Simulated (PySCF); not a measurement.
C$_{3}$H$_{12}$BeOSi$_{2}$ (SMILES C[Si](C)(C)[Be][O][SiH3]), singlet, at a GFN2-xTB geometry (such geometries of metal compounds can be far from the true shape), with bond 13-5 at 2.4 times its length; CASSCF(2,2)+NEVPT2/STO-3G run with PySCF.

Here is a job for PySCF.
```python
from pyscf import gto, scf, mcscf, mrpt
import numpy

mol = gto.M(
    atom='''
Be    0.05562720    0.30275542   -0.62520769
Si   -0.09642721   -0.64816634    1.32578342
C    -1.78416972   -1.49772777    1.68044438
C     0.13104395    0.53268953    2.82574087
C     1.18257120   -2.04373966    1.66124119
H    -1.81544390   -1.95679372    2.66481879
H    -2.60033598   -0.78285719    1.62868579
H    -1.99082369   -2.27621163    0.95167910
H    -0.61395261    1.32310461    2.81786789
H     1.10689683    1.00919688    2.80395532
H     0.04390602    0.01269335    3.77587101
H     2.19922954   -1.66745152    1.59324532
H     0.95157684   -3.96832248   -0.08185471
H     1.06326675   -2.48242328    2.64820433
O     0.14624398    0.91811649   -1.88365627
Si    0.24840402    1.62876629   -3.33498187
H    -0.69821159    0.93275303   -4.20727348
H     1.63304097    1.46842946   -3.78046458
H    -0.11070426    3.03352384   -3.13724008
''',
    basis='sto-3g',
    verbose=4,
)

mf = scf.RHF(mol)
mf.kernel()
mc = mcscf.CASSCF(mf, 2, 2)
mc.fix_spin_(ss=0.0)
mc.kernel()
occ = numpy.linalg.eigvalsh(mc.fcisolver.make_rdm1(mc.ci, mc.ncas, mc.nelecas))[::-1]
ss = mc.fcisolver.spin_square(mc.ci, mc.ncas, mc.nelecas)[0]
print('natural occupations', occ.round(4), ' <S^2>', round(ss, 4))
e2 = mrpt.NEVPT(mc).kernel()
print('E(NEVPT2) = %.10f' % (mc.e_tot + e2))
```

Q: Write the output that PySCF gives for this input, abridged.

A: 
```
PySCF version 2.14.0

[INPUT] verbose = 4
[INPUT] num. atoms = 19
[INPUT] num. electrons = 70
[INPUT] charge = 0
[INPUT] spin (= nelec alpha-beta = 2S) = 0
[INPUT] symmetry False subgroup None
[INPUT] Mole.unit = angstrom
[INPUT] Symbol           X                Y                Z      unit          X                Y                Z       unit  Magmom
[INPUT]  1 Be     0.055627200000   0.302755420000  -0.625207690000 AA    0.105120173076   0.572124826528  -1.181471305072 Bohr   0.0
[INPUT]  2 Si    -0.096427210000  -0.648166340000   1.325783420000 AA   -0.182221017856  -1.224856865762   2.505367564289 Bohr   0.0
[INPUT]  3 C     -1.784169720000  -1.497727770000   1.680444380000 AA   -3.371592130542  -2.830295294456   3.175579645765 Bohr   0.0
[INPUT]  4 C      0.131043950000   0.532689530000   2.825740870000 AA    0.247637175781   1.006637321123   5.339876343290 Bohr   0.0
[INPUT]  5 C      1.182571200000  -2.043739660000   1.661241190000 AA    2.234735690798  -3.862108227312   3.139290875947 Bohr   0.0
[INPUT]  6 H     -1.815443900000  -1.956793720000   2.664818790000 AA   -3.430691765512  -3.697804213069   5.035777684695 Bohr   0.0
[INPUT]  7 H     -2.600335980000  -0.782857190000   1.628685790000 AA   -4.913922834052  -1.479385683747   3.077770086071 Bohr   0.0
[INPUT]  8 H     -1.990823690000  -2.276211630000   0.951679100000 AA   -3.762111536396  -4.301416582250   1.798412857473 Bohr   0.0
[INPUT]  9 H     -0.613952610000   1.323104610000   2.817867890000 AA   -1.160202286362   2.500305347049   5.324998567306 Bohr   0.0
[INPUT] 10 H      1.106896830000   1.009196880000   2.803955320000 AA    2.091731856849   1.907105708966   5.298707620317 Bohr   0.0
[INPUT] 11 H      0.043906020000   0.012693350000   3.775871010000 AA    0.082970353020   0.023986955103   7.135362090585 Bohr   0.0
[INPUT] 12 H      2.199229540000  -1.667451520000   1.593245320000 AA    4.155941515653  -3.151026698790   3.010797304045 Bohr   0.0
[INPUT] 13 H      0.951576840000  -3.968322480000  -0.081854710000 AA    1.798219614079  -7.499042661155  -0.154682983906 Bohr   0.0
[INPUT] 14 H      1.063266750000  -2.482423280000   2.648204330000 AA    2.009282954856  -4.691100124444   5.004380905587 Bohr   0.0
[INPUT] 15 O      0.146243980000   0.918116490000  -1.883656270000 AA    0.276361069566   1.734988716547  -3.559594463120 Bohr   0.0
[INPUT] 16 Si     0.248404020000   1.628766290000  -3.334981870000 AA    0.469415566041   3.077922209024  -6.302202364690 Bohr   0.0
[INPUT] 17 H     -0.698211590000   0.932753030000  -4.207273480000 AA   -1.319428682097   1.762647768558  -7.950594608346 Bohr   0.0
[INPUT] 18 H      1.633040970000   1.468429460000  -3.780464580000 AA    3.086000183494   2.774929512643  -7.144042679819 Bohr   0.0
[INPUT] 19 H     -0.110704260000   3.033523840000  -3.137240080000 AA   -0.209200732223   5.732529249939  -5.928524538209 Bohr   0.0

nuclear repulsion = 372.801092439851
number of shells = 37
number of NR pGTOs = 165
number of NR cGTOs = 55
basis = sto-3g
ecp = {}

******** <class 'pyscf.scf.hf.RHF'> ********
method = RHF
initial guess = minao
damping factor = 0
level_shift factor = 0
DIIS = <class 'pyscf.scf.diis.CDIIS'>
diis_start_cycle = 1
diis_space = 8
diis_damp = 0
SCF conv_tol = 1e-09
SCF conv_tol_grad = None
SCF max_cycles = 50
direct_scf = True
direct_scf_tol = 1e-13
Set gradient conv threshold to 3.16228e-05
Initial guess from minao.
init E= -778.50866185085
  HOMO = -0.185153851186133  LUMO = -0.0842116435611576  gap/eV = 2.74678
cycle= 1 E= -778.368736503147  delta_E= 0.14  |g|= 0.597  |ddm|= 4.84
  HOMO = -0.165736236626044  LUMO = 0.115030425775691  gap/eV = 7.64005
cycle= 2 E= -778.4624584201  delta_E= -0.0937  |g|= 0.444  |ddm|= 1.43
  HOMO = -0.165735594917048  LUMO = 0.127442975766275  gap/eV = 7.97780
cycle= 3 E= -778.524803562469  delta_E= -0.0623  |g|= 0.085  |ddm|= 0.629
  HOMO = -0.171777053841565  LUMO = 0.119560680096971  gap/eV = 7.92770
cycle= 4 E= -778.527121939031  delta_E= -0.00232  |g|= 0.0579  |ddm|= 0.224
  HOMO = -0.172398124139549  LUMO = 0.12437549083459  gap/eV = 8.07562
cycle= 5 E= -778.52867194481  delta_E= -0.00155  |g|= 0.00804  |ddm|= 0.108
  HOMO = -0.170744307211768  LUMO = 0.125693055780202  gap/eV = 8.06647
cycle= 6 E= -778.528711466068  delta_E= -3.95e-05  |g|= 0.00183  |ddm|= 0.0166
  HOMO = -0.170393972067479  LUMO = 0.126113201978144  gap/eV = 8.06837
cycle= 7 E= -778.528715790526  delta_E= -4.32e-06  |g|= 0.000629  |ddm|= 0.00615
  HOMO = -0.170393909755167  LUMO = 0.126173876529115  gap/eV = 8.07002
cycle= 8 E= -778.528716470756  delta_E= -6.8e-07  |g|= 0.000221  |ddm|= 0.00249
  HOMO = -0.170421747220064  LUMO = 0.126160316768756  gap/eV = 8.07041
cycle= 9 E= -778.528716558924  delta_E= -8.82e-08  |g|= 6.06e-05  |ddm|= 0.000971
  HOMO = -0.170432745991255  LUMO = 0.126153336991463  gap/eV = 8.07052
cycle= 10 E= -778.528716565186  delta_E= -6.26e-09  |g|= 1.35e-05  |ddm|= 0.000291
  HOMO = -0.170434769760814  LUMO = 0.126151637969315  gap/eV = 8.07053
cycle= 11 E= -778.52871656541  delta_E= -2.24e-10  |g|= 2.2e-06  |ddm|= 5.81e-05
  HOMO = -0.17043541041498  LUMO = 0.126151255999994  gap/eV = 8.07053
Extra cycle  E= -778.528716565408  delta_E= 2.5e-12  |g|= 1.33e-06  |ddm|= 5.27e-06
converged SCF energy = -778.528716565408

******** <class 'pyscf.mcscf.mc1step.CASSCF'> ********
CAS (1e+1e, 2o), ncore = 34, nvir = 19
max_cycle_macro = 50
max_cycle_micro = 4
conv_tol = 1e-07
conv_tol_grad = None
orbital rotation max_stepsize = 0.02
orbital rotation threshold for CI restart = 0.01
augmented hessian ah_max_cycle = 30
augmented hessian ah_conv_tol = 1e-12
augmented hessian ah_linear dependence = 1e-14
augmented hessian ah_level shift = 1e-08
augmented hessian ah_start_tol = 2.5
augmented hessian ah_start_cycle = 3
augmented hessian ah_grad_trust_region = 3
kf_trust_region = 3
kf_interval = 4
ci_response_space = 4
ci_grad_trust_region = 3
with_dep4 0
natorb = False
canonicalization = True
sorting_mo_energy = False
ao2mo_level = 2
internal_rotation = False
******** <class 'pyscf.fci.addons.SpinPenaltyFCISolver'> ********
max. cycles = 50
conv_tol = 1e-08
davidson only = True
linear dependence = 1e-12
level shift = 0.001
max iter space = 12
nroots = 1
pspace_size = 400
spin = None
CASCI E = -778.694141401841  S^2 = 0.0000000
Set conv_tol_grad to 0.000316228
macro iter   1 ( 13 JK    4 micro), CASSCF E = -778.706479843107  dE = -1.23384413e-02  S^2 = 0.0000000
               |grad[o]|=0.0865  |grad[c]|=0.013  |ddm|=0.00681  |maxRot[o]|=  0.1
macro iter   2 (  8 JK    3 micro), CASSCF E = -778.706497145377  dE = -1.73022700e-05  S^2 = 0.0000000
               |grad[o]|=0.00325  |grad[c]|=1.92e-05  |ddm|=0.000112  |maxRot[o]|=0.00353
macro iter   3 (  1 JK    1 micro), CASSCF E = -778.706497145377  dE =  0.00000000e+00  S^2 = 0.0000000
               |grad[o]|=1.52e-05  |grad[c]|=4.36e-07  |ddm|=    0  |maxRot[o]|=    0
1-step CASSCF converged in   3 macro ( 22 JK   8 micro) steps
CASSCF canonicalization
Density matrix diagonal elements [1.30559425 0.69440575]
CASSCF energy = -778.706497145377
CASCI E = -778.706497145377  E(CI) = -1.03828892849572  S^2 = 0.0000000
natural occupations [1.3078 0.6922]  <S^2> 0.0

******** <class 'pyscf.mrpt.nevpt2.NEVPT'> ********
NEVPT2 (1e+1e, 2o), ncore = 34, nvir = 19
root = 0
Natural occ [1.30777497 0.69222503]
Natural orbital (expansion on meta-Lowdin AOs) in CAS space
               #1        #2
0 Be 1s          0.00017  -0.00009
0 Be 2s         -0.00895   0.00914
0 Be 2px        -0.00050   0.00076
0 Be 2py         0.00270  -0.00480
0 Be 2pz        -0.00410   0.00226
1 Si 1s         -0.00008   0.00007
1 Si 2s          0.00042  -0.00031
1 Si 3s         -0.03702   0.03178
1 Si 2px         0.00102  -0.00094
1 Si 2py        -0.00210   0.00188
1 Si 2pz        -0.00065   0.00045
1 Si 3px        -0.06028   0.05744
1 Si 3py         0.02920  -0.03396
1 Si 3pz        -0.01969   0.02043
2 C 1s           0.00008  -0.00005
2 C 2s          -0.00854   0.00620
2 C 2px         -0.01017   0.01092
2 C 2py         -0.00232   0.00698
2 C 2pz          0.00886  -0.00529
3 C 1s          -0.00048   0.00047
3 C 2s           0.03863  -0.03829
3 C 2px         -0.00395   0.00319
3 C 2py         -0.04569   0.04724
3 C 2pz         -0.05130   0.05131
4 C 1s          -0.00008   0.00119
4 C 2s           0.22126  -0.23840
4 C 2px         -0.04777   0.04983
4 C 2py         -0.48423   0.49461
4 C 2pz         -0.42872   0.43854
5 H 1s           0.00338  -0.00326
6 H 1s          -0.00079   0.00249
7 H 1s           0.00174  -0.00168
8 H 1s          -0.02287   0.02417
9 H 1s           0.00147  -0.00103
10 H 1s          0.00108  -0.00184
11 H 1s         -0.04219   0.04274
12 H 1s          0.71639   0.69760
13 H 1s         -0.04570   0.04537
14 O 1s         -0.00001   0.00001
14 O 2s          0.00189  -0.00187
14 O 2px         0.00146  -0.00218
14 O 2py         0.00124   0.00239
14 O 2pz         0.00224  -0.00074
15 Si 1s        -0.00000   0.00000
15 Si 2s         0.00000  -0.00000
15 Si 3s         0.00017  -0.00015
15 Si 2px       -0.00000   0.00000
15 Si 2py       -0.00000  -0.00001
15 Si 2pz        0.00001  -0.00001
15 Si 3px        0.00009  -0.00011
15 Si 3py       -0.00005   0.00019
15 Si 3pz       -0.00004   0.00018
16 H 1s          0.00060  -0.00017
17 H 1s         -0.00017   0.00047
18 H 1s         -0.00020  -0.00060
<CAS-nat-orb|mo-hf>  35     35       0.98796136
<CAS-nat-orb|mo-hf>  36     36       0.99453022
Sr    (-1)',   E = -0.00000000001283
Si    (+1)',   E = -0.00000000002186
Sijrs (0)  ,   E = -0.29597405301963
Sijr  (+1) ,   E = -0.00267787585718
Srsi  (-1) ,   E = -0.00269278915256
Srs   (-2) ,   E = -0.00000766938858
Sij   (+2) ,   E = -0.00006090374469
Sir   (0)' ,   E = -0.00357278382675
Nevpt2 Energy = -0.304986075024077
E(NEVPT2) = -779.0114832204
```
